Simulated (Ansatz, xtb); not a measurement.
C2H11BN2Si: which of two isomers lies lower

We compare a, `CC[SiH2]NBN`, a singlet, with b, `NB(N)CC[SiH3]`, a singlet. Both are isolated molecules in the gas phase, relaxed with PBE0-D3(BJ)/def2-SVP; each stands in its lowest conformer found.

Task: Which of the two would you expect CCSD(T)/def2-SVP + ΔMP2/def2-TZVPP electronic energies to favour?

Result: Structure a; the calculation gives E(b) − E(a) = +15.0 kcal/mol.

Level by level:

```tsv
level	geometry	E(b) − E(a) (kcal/mol)	departure from the last row (kcal/mol)	job, with rough time for the two
PBE0-D3(BJ)/def2-SVP	PBE0-D3(BJ)/def2-SVP	+11.5	−3.6	optimisation, 83 s
HF/def2-SVP	PBE0-D3(BJ)/def2-SVP	+14.7	−0.3	part of the CCSD(T) run
MP2/def2-SVP	PBE0-D3(BJ)/def2-SVP	+12.8	−2.2	part of the CCSD(T) run
CCSD(T)/def2-SVP	PBE0-D3(BJ)/def2-SVP	+12.3	−2.7	single point
CCSD(T)/def2-SVP + ΔMP2/def2-TZVPP	PBE0-D3(BJ)/def2-SVP	+15.0		single point, 22 s
```

As drawn, b has 1 C–B, 1 N–H, 1 Si–H in place of 1 N–Si, 1 C–H, 1 B–H.

The levels shown agree on the order. The largest departure from CCSD(T)/def2-SVP + ΔMP2/def2-TZVPP is that of PBE0-D3(BJ)/def2-SVP, 3.6 kcal/mol. Levels run at GFN2-xTB geometries aren't shown. The last row adds to CCSD(T) the change of the MP2 difference between the two basis sets, here +2.7 kcal/mol.

With thermal terms from frequencies at re-optimised GFN2-xTB minima (ideal gas, soft modes damped towards free rotors, one conformer each, 298.15 K, 1 atm): on the last row, ΔE + ΔZPE = +14.0, ΔH = +14.1, ΔG = +14.0 kcal/mol.

The correlated steps freeze 10 core orbitals. Programs: Ansatz 0.2.0, xtb 6.7.1; the last row on 4 threads of Intel(R) Xeon(R) 6975P-C (Granite Rapids) on a shared host.
